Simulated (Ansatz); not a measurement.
Compare A (`CCBBO`) with its isomer B (`BCCBO`).

Gas-phase electronic energies from Ansatz, PBE0-D4/def2-TZVP geometries. CCSD(T)/CBS is the MP2 limit (def2-TZVPP, def2-QZVPP) plus CCSD(T) − MP2 in def2-TZVPP, frozen cores. Functionals use def2-TZVPP. Each species was taken in one conformer, which may not be the lowest.

Which is lower in electronic energy at CCSD(T)/CBS, and by how much? (An estimate is asked.)

The calculation gave: B, by 25.5 kJ/mol.

Give E(B) − E(A) in kJ/mol with CCSD/def2-TZVPP, PBE-D4, MP2/def2-TZVPP, CCSD(T)/def2-TZVPP, HF/def2-TZVPP, ωB97M-V, r2SCAN-D4. (An estimate is asked.)

Computed: CCSD/def2-TZVPP -25.4, PBE-D4 -16.2, MP2/def2-TZVPP -29.8, CCSD(T)/def2-TZVPP -25.3, HF/def2-TZVPP -29.3, ωB97M-V -27.1, r2SCAN-D4 -21.1. None reverses the order clearly.

Largest T1 diagnostic: 0.012.

From PBE to PBE0 (25 % exact exchange), in def2-TZVPP and without D4, E(B) − E(A) moves by −3.8 kJ/mol.
